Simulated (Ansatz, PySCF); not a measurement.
Gas-phase reaction (SMILES): CC(C)CCO → [CH2]C(C)CCO + H atom; the C-H bond at the site shown breaks (other sites are not compared here).

Geometries: B3LYP-D3(BJ)/def2-TZVP minima from Ansatz (a first-principles code), one conformer each, not searched for the lowest. Cores are frozen in the correlated levels unless marked. Open shells are spin-unrestricted. Spin-orbit coupling is left out. Non-relativistic. Basis-set limits of correlation are two-point, X^-3; Hartree-Fock from the larger set. [CCSD(T)-MP2]/basis is that difference in the basis named. Thermal terms are rigid-rotor harmonic-oscillator values from B3LYP-D3(BJ) frequencies (Ansatz or PySCF) at 298.15 K and 1 atm. 1 Eh = 627.5095 kcal/mol. Atoms have translation alone.

```tsv
species	E, RI-MP2/CBS(cc-pVTZ,cc-pVQZ)+[CCSD(T)-MP2]/cc-pVTZ (Ansatz) (Eh)	E, wB97X-V/def2-TZVPD (Ansatz) (Eh)	H - E (Eh)
CC(C)CCO	-272.66130	-273.00600	0.17381
[CH2]C(C)CCO	-271.98588	-272.33223	0.15921
H atom	-0.49995	-0.50049	0.00236
```

### Question
Work out ΔE and ΔH at 298.15 K at the first level, then ΔH at the second.

### Answer

1. ΔE = [(-271.98588) + (-0.49995)] - [(-272.66130)] = 0.17547 Eh = 110.1 kcal/mol at RI-MP2/CBS(cc-pVTZ,cc-pVQZ)+[CCSD(T)-MP2]/cc-pVTZ.
2. The terms H - E add up to -0.01224 Eh, so ΔH = (0.17547 + (-0.01224))×627.5095 = 102.4 kcal/mol.
3. At wB97X-V/def2-TZVPD the same steps give ΔE = 108.7 and ΔH = 101.1 kcal/mol, a shift of -1.3 from the first level.
4. These values are not checked against measurement here, since the tables used lack a sound gas-phase enthalpy of formation for at least one species.
